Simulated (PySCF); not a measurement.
BH, SMILES [BH] (connectivity only; charge and spin as stated), neutral, multiplicity 1.

Geometry optimised at PBE0-D3(BJ)/def2-TZVPD.

The numbers are results of PBE/def2-TZVPD run with PySCF, not measurements.

The molecule is in vacuum.

The total energy comes out as -25.23907 hartree and the point group is C∞v. The highest occupied level is -5.53 eV, the lowest empty level comes out as -3.49 eV and the orbital gap comes out as 2.04 eV. The dipole moment is 1.51 D and the quadrupole, principal values (traceless, Buckingham form, about the centre of nuclear charge) comes out as -3.59, 1.79, 1.79 D·Å. The mean static polarisability is 23.8 bohr³ (3.52 Å³) and the polarisability, principal values is 23.0, 23.0, 25.3 bohr³.
